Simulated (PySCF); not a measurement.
Compound: C₄H₈OP₂.
Cartesian coordinates in Å at the GFN2-xTB level; atoms count from 1:
```
atom  x, y, z in Å
C1    -1.6966   -1.2542   -0.0794
P2    -0.6775   -0.1788    1.0327
C3     0.9060   -0.5209    0.3347
C4     2.0461   -0.7249   -0.0209
P5     3.6195   -1.1901   -0.6585
C6    -0.9514    1.4473    0.1218
O7    -2.2609    1.9116    0.3360
H8    -1.3576   -1.1812   -1.1118
H9    -1.6250   -2.2872    0.2567
H10   -2.7343   -0.9304   -0.0106
H11    4.3436   -0.6738    0.4231
H12    3.7979   -0.0207   -1.4093
H13   -0.8458    1.3007   -0.9571
H14   -0.2000    2.1783    0.4527
H15   -2.3684    2.1322    1.2681
```

Method: TDDFT wB97X-D/def2-SVPD, vertical, gas phase, core orbitals frozen in the response (PySCF).

Ground-to-excited transition dipoles (e·a0, same axes as the geometry; the sign carries no meaning), for the states with f of 0.002 or more among the lowest 7:

```json
{"state": "S1", "E (hartree)": "0.1959", "μx": "-0.066", "μy": "0.240", "μz": "-0.005"}
{"state": "S2", "E (hartree)": "0.2033", "μx": "0.228", "μy": "0.204", "μz": "0.140"}
{"state": "S3", "E (hartree)": "0.2060", "μx": "-0.375", "μy": "0.126", "μz": "0.165"}
{"state": "S4", "E (hartree)": "0.2345", "μx": "1.651", "μy": "-0.529", "μz": "-0.357"}
{"state": "S5", "E (hartree)": "0.2475", "μx": "0.469", "μy": "0.299", "μz": "-0.025"}
{"state": "S6", "E (hartree)": "0.2510", "μx": "-0.604", "μy": "-0.151", "μz": "0.142"}
{"state": "S7", "E (hartree)": "0.2543", "μx": "0.738", "μy": "-0.323", "μz": "-0.296"}
```

Task: Work out the oscillator strengths.

Result: f = (2/3) ΔE |μ|² with ΔE in hartree (27.2114 eV).

```tsv
state	|μ|² (au)	|μ| (D)	f
S1	0.062	0.63	0.008
S2	0.113	0.86	0.015
S3	0.184	1.09	0.025
S4	3.134	4.50	0.490
S5	0.310	1.41	0.051
S6	0.408	1.62	0.068
S7	0.736	2.18	0.125
```

Task: Which bond between heavy atoms lies closest to the direction of the S4 transition dipole?

Result: C6–O7, at 3° from it; next C3–C4 and C4–P5 at 9°.

Task: What angle do the transition dipoles of S4 and S5 make?

Result: |cos θ| = |μa·μb| / (|μa| |μb|) = 0.63, so θ ≈ 51° (taken between 0 and 90°, since the signs are arbitrary).

Task: How is the summed strength of these states shared among x, y and z?

Result: (2/3) Σ ΔE μα² gives 0.643 for x, 0.095 for y and 0.045 for z, 0.783 in all.

Task: What peak molar absorption coefficient would the strongest computed level give as a lone Gaussian band 0.3 eV wide at half height?

Result: ε(max) = 2.175×10⁸ f / FWHM, with the width in cm⁻¹. S4: 2.175×10⁸ × 0.4898 / 2420 ≈ 44000 L mol⁻¹ cm⁻¹.

One conformer stands for the species.
